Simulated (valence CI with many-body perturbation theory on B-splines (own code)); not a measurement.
# Questions on Te²¹⁺

Computed by valence CI with perturbative core correlation (CI+MBPT): three valence electrons over a frozen Dirac-Fock core [Ar] 3d10, radial functions for each j: 11 s, 11 p, 10 d, 8 f, 5 g, 2 h, with the one-electron correlation potential Σ1, the two-electron term Σ2, the three-electron term Σ3, Breit, model QED; selected CI, second order for the rest, scaled by the run's own slope (own B-spline code, finite nucleus).

No measured spectrum was set against this ion. As an estimate, levels hold to about 250 cm⁻¹ or 0.2 % of their energy and the worst to 1 %, as in measured heavy ions of charge 2 to 7; those with d or f electrons hold less well.

Names give the largest LS component (configuration and term), which can be under half, so a name can repeat, a term be missing and a line seem to break the LS rules; names also repeat where a configuration has a term twice.

Rates and lifetimes use the calculated energies. Strong lines usually hold to 10 to 20 %, long lifetimes can be off by a factor of two.

Question: What is the ground level?

Answer: 4s²4p ²P°_1/2, composition 99 % 4s²4p ²P°, g = 0.664.

Question: Among levels below 310.49 eV, which E1 lines absorb most strongly from the ground level?

Answer: to 4s²4d ²D_3/2 at 12.58 nm, f = 0.819; to 4s4p² ²P_1/2 at 18.09 nm, f = 0.438; to 4s4p² ²D_3/2 at 19.22 nm, f = 0.305.

Question: Where does the other parity begin?

Answer: At 4s4p² ⁴P_1/2, 45.07 eV.

Question: How is the term ²P° of the ground level split?

Answer: J = 1/2 at 0.00, J = 3/2 at 13.86 eV.

Question: What is the ionisation energy?

Answer: 634.28 eV; NIST lists 633 ± 4 eV (theoretical).
